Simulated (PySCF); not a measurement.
## C6H10N2: full NMR table

```
Formula                               : C6H10N2
SMILES                                : C=C/C=N/N=C\CC
InChI                                 : InChI=1S/C6H10N2/c1-3-5-7-8-6-4-2/h3,5-6H,1,4H2,2H3/b7-5+,8-6-
Point group of the computed structure : C1
Degrees of unsaturation               : 3
Carbon signals                        : 6
Proton signals                        : 7
```

Bonds (- single, = double, # triple, : aromatic): C1=C2, C2-C3, C3=N4, N4-N5, N5=C6, C6-C7, C7-C8. C1 carries H9, H10; C2 carries H11; C3 carries H12; C6 carries H13; C7 carries H14, H15; C8 carries H16, H17, H18. Stereochemistry as in C=C/C=N/N=C\CC. H10 is cis to C3; H9 is trans to C3.

- shieldings: GIAO PBE0/pcSseg-1
- GFN2-xTB geometry
- run in PySCF 2.14
- relativity neglected, averaged over atoms made equivalent by symmetry, fast rotation or ring inversion, no solvent model, a single conformation

Shifts are taken against calculated references (same method and geometry level): ¹H (σref 31.72), ¹³C (σref 186.93) against TMS; NH3 for ¹⁵N (σref 267.73).

```tsv
carbon	δC, type	δH (multiplicity)	HMBC from (2–3 bonds)	span of the C tensor (ppm)
C1	124.4, CH2	H9 5.67 (m); H10 5.62 (m)	H11, H12	217
C2	145.7, CH	6.77 (m)	H12, H9, H10	223
C3	130.6, CH	6.66 (m)	H11, H9, H10	113
C6	130.1, CH	6.19 (t)	H14/H15, H16/H17/H18	127
C7	24.1, CH2	2.02 (m)	H13, H16/H17/H18	27
C8	14.2, CH3	1.13 (t)	H13, H14/H15	20
```

Other nuclei:
```
atoms  nucleus     environment  δ (ppm)  σ (ppm)
   N4      ¹⁵N  imine nitrogen    397.0   -129.3
   N5      ¹⁵N  imine nitrogen    387.9   -120.2
```

1. Carbon types of the structure: 3 × CH, 2 × CH2, 1 × CH3, which accounts for all hydrogens.
2. δC 145.7: alkene CH; the olefinic region.
3. δC 130.6, 130.1: C=N carbon.
4. δC 124.4: terminal =CH2 carbon; the olefinic region.
5. δC 14.2: methyl carbon; aliphatic region, no heteroatom directly attached.
6. δH 6.77: hydrogen on an alkene CH; a vinylic proton, deshielded by the sp2 carbon and the C=C anisotropy.

Shifts are as computed. Against solution values, carbons near 30 ppm lie about +3 ppm off and those near 130 ppm about +5 ppm. Of 1211 compounds with measured shifts, 218 miss one by over three times the rms of a fit or turn the order of signals round; such compounds aren't used in these exercises. Experimental scales use liquid or dissolved standards, which lie at an offset from isolated NH3 (liquid NH3: subtract about 20 ppm). Unscaled 15N shifts of sp2 nitrogen come out 20 to 40 ppm too high even then. No couplings were computed; multiplicities are counted from neighbouring protons, with m where these are inequivalent, close in shift, in a saturated or five-membered ring or joined by F or P, and br s for small geminal =CH2 splittings.
